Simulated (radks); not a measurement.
Question: The mean radii <r> (bohr) of the occupied orbitals of an atom or ion are listed with their occupations. Method: scalar-relativistic Kohn-Sham, exchange-only LDA, spin-polarised, spherical densities, point nucleus; computed with a radial shooting solver on a logarithmic mesh with Libxc functionals.

| orbital | occ. | <r> |
|---|---|---|
| 1s up | 1 | 0.02192 |
| 1s down | 1 | 0.02192 |
| 2s up | 1 | 0.09326 |
| 2s down | 1 | 0.09326 |
| 2p up | 3 | 0.08231 |
| 2p down | 3 | 0.08231 |
| 3s up | 1 | 0.2422 |
| 3s down | 1 | 0.2421 |
| 3p up | 3 | 0.2400 |
| 3p down | 3 | 0.2400 |
| 3d up | 5 | 0.2173 |
| 3d down | 5 | 0.2172 |
| 4s up | 1 | 0.5010 |
| 4s down | 1 | 0.5011 |
| 4p up | 3 | 0.5145 |
| 4p down | 2 | 0.5146 |

Name the element and its charge. Open shells, if any, are filled with parallel spins first.

Answer: Z = 64, gadolinium, charge +29: Gd29+ in [Ar] 3d10 4s2 4p5. The 1s radius gives Z: for a bare nucleus <r> = (2 gamma + 1)/(2Z) with gamma = sqrt(1 - (Z/c)^2), 0.02163 bohr for Z = 64, and screening makes it slightly larger (0.02192 here). The occupations add up to 35, and the charge is Z minus that.
